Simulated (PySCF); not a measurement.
Species: C6H8FN (charge +1 and doublet state).
Geometry (GFN2-xTB, Å), atoms numbered from 1 in this order:
```xyz
16
C6H8FN angstrom
C     -1.342    1.331   -0.159
C     -0.411    0.339    0.506
C     -0.788   -1.134    0.291
C      0.453   -1.802   -0.146
C      1.444   -0.921   -0.327
F      2.690   -1.139   -0.683
C      1.026    0.463   -0.015
N      1.676    1.507   -0.057
H     -1.048    2.355    0.054
H     -1.382    1.186   -1.237
H     -2.352    1.180    0.227
H     -0.334    0.571    1.576
H     -1.178   -1.595    1.204
H     -1.571   -1.248   -0.464
H      0.533   -2.858   -0.356
H      2.575    1.775   -0.424
```

Identity: `[H]/N=C1\[C](F)[CH+]C[C@@H]1C` [radical] (charge +1).

Computed, not measured: PySCF, UKS B3LYP, pcH-1 on C F H N, non-relativistic, mean-field spin-orbit, GIAO. Geometry: GFN2-xTB; no solvent, vibrations or thermal averaging. The geometry wasn't refined by DFT: couplings that depend on bond lengths, twists or pyramidal angles can differ widely from those at the functional's own minimum, by a factor of two or more for some ions and for spin on atoms past the first row. No stability test was run, so a lower SCF solution isn't excluded.

Task: Break the g tensor into its mass correction, gauge correction and orbital-Zeeman/spin–orbit terms.

Result: 
```json
{"Δg (ppm)": "relativistic mass correction", "1": "-225", "2": "-225", "3": "-225"}
{"Δg (ppm)": "gauge correction", "1": "14", "2": "29", "3": "20"}
{"Δg (ppm)": "orbital Zeeman/spin–orbit", "1": "216", "2": "1631", "3": "2847"}
{"Δg (ppm)": "total", "1": "5", "2": "1435", "3": "2642"}
```

So g = 2.00232, 2.00375, 2.00496 and g_iso = 2.00368; the tensor is rhombic: the two nearest values differ by 46 % of g3 − g1. Axes: g2 points within 7° of the C4–C5 bond.

Task: What are the electron Larmor frequencies g μB B/h along the three axes at 3350 mT?

Result: 93.8838, 93.9509, 94.0074 GHz for g1, g2 and g3, a range of 123.6 MHz.

Task: At 33.992 GHz, how far is the centre of the isotropic spectrum from where a free electron (g = 2.002319) resonates?

Result: B = hν/(g μB) with μB/h = 13.99624 MHz/mT gives 1212.92 mT for the free electron and 1212.10 mT at g_iso, 0.82 mT lower.

Task: Average each term over the three axes. Which is largest in size?

Result: The orbital-Zeeman/spin–orbit term 1565, the mass correction -225 and the gauge correction 21 ppm, for a total of 1361 ppm. The orbital-Zeeman/spin–orbit term is the largest in size. The mass correction is the same along every axis, so the anisotropy comes from the other two: their spans along these axes are 15 (gauge) and 2631 ppm (orbital Zeeman/spin–orbit).

Task: In a frozen sample, at which fields do the three g values resonate at 9.5, 34, 94 and 263 GHz (hyperfine left aside), and which band first spreads them over more than twice a line width of 0.5 mT?

Result: 
```csv
band,GHz,B(g3) mT,B(g2) mT,B(g1) mT,spread mT
X,9.5,338.54,338.74,338.98,0.45
Q,34.0,1211.61,1212.34,1213.20,1.60
W,94.0,3349.73,3351.75,3354.15,4.41
J,263.0,9372.13,9377.77,9384.47,12.34
```

The spread grows in proportion to the frequency. Q band is the first where it exceeds 1.0 mT.

Largest spin populations (Mulliken): N8 (+0.74), C5 (+0.14), C2 (+0.10) and C7 (-0.09).

The HOMO–LUMO gaps are 5.51 eV among the α and 1.81 eV among the β orbitals.

The SMILES draws the unpaired electron on C5; the largest computed Mulliken spin population is on N8 (0.74 against 0.14).
